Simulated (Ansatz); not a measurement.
System: sum formula BNH2F2, charge 0, multiplicity 1. 
Coordinates optimised at B3LYP-D3(BJ)/def2-TZVP (Ansatz, an electronic-structure program):
SMILES: NB(F)F
```xyz
6

B      0.0362     0.0038    -0.0026
F      0.5868     1.1654    -0.3614
F      0.8587    -1.0149     0.2562
N     -1.3467    -0.1402     0.0980
H     -1.9826     0.6138    -0.0925
H     -1.7806    -1.0056     0.3662
```

Atomisation energy built up term by term with Ansatz (kcal/mol; UHF references for open shells; valence terms freeze the core; atomic spin-orbit terms are left out). CBS(X,Y): correlation extrapolated as X^-3; Hartree-Fock from the larger set.

```json
[
 {"term": "Hartree-Fock", "basis": "cc-pVQZ", "kcal/mol": "457.56"},
 {"term": "CCSD correlation", "basis": "CBS(cc-pVTZ,cc-pVQZ)", "kcal/mol": "151.23"},
 {"term": "(T)", "basis": "CBS(cc-pVTZ,cc-pVQZ)", "kcal/mol": "10.63"},
 {"term": "core correlation", "basis": "cc-pwCVTZ", "kcal/mol": "2.46"},
 {"term": "scalar relativity (X2C)", "basis": "cc-pVTZ-DK against cc-pVTZ", "kcal/mol": "-0.79"},
 {"term": "sum: De", "basis": "", "kcal/mol": "621.1"}
]
```

(T) makes 1.7 % of the CCSD(T) atomisation energy; under 5 % is typical of single-reference molecules.
